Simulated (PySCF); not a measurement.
## Static response to an electric field

C2H5OPSi.
SMILES with atom numbers: `[O:1]=[C:2]=[P:3][CH2:4][SiH3:5]` (hydrogens: H6, H7 on C4; H8, H9, H10 on Si5)

Cartesian coordinates in Å at the GFN2-xTB level; atoms count from 1:
```
atom  x, y, z in Å
O1     2.9444   -0.4322    0.7325
C2     2.1827    0.1631    0.0840
P3     1.2884    1.0761   -0.9431
C4    -0.3708    0.9308   -0.0782
Si5   -1.0548   -0.8530   -0.0360
H6    -1.0336    1.5837   -0.6478
H7    -0.2773    1.3581    0.9196
H8    -1.1081   -1.3691   -1.4025
H9    -0.1680   -1.6666    0.7960
H10   -2.3939   -0.7861    0.5530
```

Level: CAM-B3LYP/def2-SVPD (PySCF), static field, nuclei fixed, core orbitals frozen in the response. The polarisability tensor in these axes (au):

```
x   92.81 -1.21  5.18
y   -1.21 74.06 -8.54
z    5.18 -8.54 69.78
```

**Question.** Give the principal values, the mean and the anisotropy Δα = √{½[(α1 − α2)² + (α2 − α3)² + (α1 − α3)²]}.

**Answer.** Principal values 62.74, 79.50 and 94.41 au; mean 78.88 au = 11.69 Å³ = 13.01 × 10⁻⁴⁰ C²·m²/J; Δα = 27.44 au (35 % of the mean).

**Question.** What is the dipole moment, and where does it point?

**Answer.** (-1.88, 0.64, 0.06) D, 1.99 D in size, pointing from the negative to the positive side. Measured along this direction, the outermost atoms are O1 at the negative end and H10 at the positive end.

**Question.** Find the Langevin capture rate constant for H3O+ (19.018 u) meeting this molecule (103.985 u), k = 2.342 × 10⁻⁹ cm³/s × √(α in Å³ / reduced mass in u).

**Answer.** The reduced mass is 16.08 u, so k = 2.00 × 10⁻⁹ cm³/s. The formula leaves out the permanent dipole, which adds to the capture rate.

**Question.** Refractivity n − 1 of an ideal gas of it at 400 K and 1 atm, from the electronic α?

**Answer.** N = p/kT = 1.8347 × 10¹⁹ cm⁻³, so n − 1 = 2π × N × 11.69 × 10⁻²⁴ cm³ = 1348 × 10⁻⁶ at long wavelengths, for an ideal gas.

**Question.** Give the principal axes and the span of the nuclei along them.

**Answer.** Largest value along (0.95, -0.16, 0.26), where the nuclei span 5.07 Å; middle along (0.28, 0.79, -0.54), 3.52 Å; least along (-0.11, 0.59, 0.80), 3.37 Å. The response follows the extents in order.

**Question.** Form Σ f/ω² (atomic units) for the 8 lowest TDDFT singlets, given as eV and f, and set it beside the mean polarisability, which is this sum over all singlets: 2.64, 0.0005; 4.83, 0.0098; 5.91, 0.0226; 6.17, 0.0125; 6.35, 0.2030; 6.54, 0.0620; 7.07, 0.0573; 7.20, 0.0140.

**Answer.** They add up to 6.94 au, 8.8 % of the 78.88 au; the largest single term is 3.73 au, from the state at 6.35 eV. Terms in order: 0.05, 0.31, 0.48, 0.24, 3.73, 1.07, 0.85, 0.20 au. Higher excitations give the rest. The strengths listed sum to 0.382.

**Question.** What depolarisation ratio follows for Rayleigh scattering of linearly polarised light, taking the static tensor?

**Answer.** ρ = 3Δα²/(45ᾱ² + 4Δα²) = 2259.0/(280015 + 3012.0) = 0.00798.

One conformer (not necessarily the lowest) at the GFN2-xTB geometry, without solvent, vibrations or thermal averaging.

These values come from a run that also computed excited states. The run took about 40 s of CPU time (one thread, shared machine).
